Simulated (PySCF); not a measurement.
Species: spiro[2.4]heptane, C₇H₁₂.
Bonds: C1–C2, C2–C3, C3–C4, C4–C5, C4–C6, C6–C7, C1–C5, C4–C7. Hydrogens: H8, H9 on C1; H10, H11 on C2; H12, H13 on C3; H14, H15 on C5; H16, H17 on C6; H18, H19 on C7.

A GFN2-xTB structure was refined with PBE0-D3(BJ)/def2-SVP geometry optimisation, gas phase in PySCF. Its GFN2-xTB values:

```csv
coordinate,GFN2-xTB
C1–C2,1.527 Å
C1–C5,1.529 Å
C1–H8,1.089 Å
C3–C4,1.524 Å
C3–H12,1.090 Å
C4–C6,1.499 Å
C6–C7,1.501 Å
C6–H16,1.080 Å
C7–H18,1.080 Å
C2–C1–C5,103.2°
C2–C3–C4,104.5°
C3–C4–C5,107.8°
C3–C4–C6,120.3°
C3–C4–C7,121.1°
C4–C6–C7,59.9°
C6–C4–C7,60.1°
```

Q: How do these coordinates change at the PBE0-D3(BJ)/def2-SVP level?

A: 
```csv
coordinate,PBE0-D3(BJ)/def2-SVP (Å or °),change
C7–H18,1.094,+0.014
C6–H16,1.094,+0.014
C1–H8,1.101,+0.012
C3–H12,1.101,+0.011
C3–C4,1.531,+0.007
C4–C6,1.501,+0.002
C1–C2,1.528,+0.001
C1–C5,1.530,+0.001
C6–C7,1.500,-0.001
C3–C4–C5,107.4,-0.4
C3–C4–C7,121.3,+0.2
C6–C4–C7,60.0,-0.1
C2–C3–C4,104.5,0.0
C4–C6–C7,60.0,+0.1
C2–C1–C5,103.2,0.0
C3–C4–C6,120.3,0.0
```

The energy falls by 0.93 kcal/mol over 4 energy and gradient evaluations, the largest force component goes from 0.0098 to 1.1e-04 Eh/bohr, and the atoms move by 0.021 Å rms after alignment. Among the bonds, C1–H9, C2–H11, C6–H16, C6–H17, C7–H18 and C7–H19 change most and about equally (+0.013 to +0.014 Å). Bonds longer at the end by more than 0.005 Å: 14 of 20; shorter: 0. Rotational constants go from 5130, 2212, 1872 to 5091, 2201, 1862 MHz.

The run used 158 basis functions and 23 SCF cycles in all.

No PBE0-D3(BJ)/def2-SVP frequencies stand behind this structure, so it isn't proved a minimum. The numbers are those of one conformer.
